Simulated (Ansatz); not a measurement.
Total energies of (Br2In-mu-SH)3 (In3H3S3Br6) from Ansatz at CAM-B3LYP-D4/def2-TZVP, gas phase (1 Eh = 27.2114 eV = 2625.5 kJ/mol). The reference geometry is relaxed at PBE-D4/def2-SVP.

```csv
atom,x (Å),y (Å),z (Å)
In1,-1.408,1.572,-0.906
Br2,-2.840,3.042,-2.321
Br3,-0.900,2.149,1.485
S4,-2.230,-0.877,-0.970
In5,-0.998,-1.919,1.081
Br6,-0.055,-4.096,0.279
Br7,-2.731,-1.727,2.876
S8,1.113,-0.628,1.842
In9,2.379,0.413,-0.158
Br10,3.827,-1.468,-0.953
Br11,3.283,2.655,0.488
S12,0.788,0.999,-2.142
H13,-3.328,-0.632,-0.194
H14,1.864,-1.772,1.735
H15,1.236,2.290,-2.140
```

```json
{"state": "charge 0 singlet", "geometry": "reference", "energy (Eh)": "-17213.02815"}
{"state": "charge 1 doublet", "geometry": "reference", "energy (Eh)": "-17212.64822"}
{"state": "free In atom (doublet)", "geometry": "–", "energy (Eh)": "-190.09259"}
{"state": "free Br atom (doublet)", "geometry": "–", "energy (Eh)": "-2574.23890"}
{"state": "free S atom (triplet)", "geometry": "–", "energy (Eh)": "-398.12673"}
{"state": "free H atom (doublet)", "geometry": "–", "energy (Eh)": "-0.49881"}
```

In the def2 sets In takes a core potential; there is no spin–orbit coupling. Single mean-field runs in def2-TZVP are fitted with def2-universal-jkfit.

**Question.** Work out the vertical ionisation energy to the doublet.

**Answer.** E(charge 1 doublet) − E(charge 0 singlet) = -17212.64822 − (-17213.02815) = 0.37993 Eh = 10.34 eV. For comparison, −ε of the highest occupied level is 9.79 eV at this level, 0.55 eV less.

**Question.** What is the binding energy per atom against free atoms?

**Answer.** Atoms: 3 × (-190.09259) + 6 × (-2574.23890) + 3 × (-398.12673) + 3 × (-0.49881) = -17211.58779 Eh. Binding: -17211.58779 − (-17213.02815) = 1.44036 Eh = 39.19 eV, or 2.61 eV for each of 15 atoms (no zero-point energy, no counterpoise term).
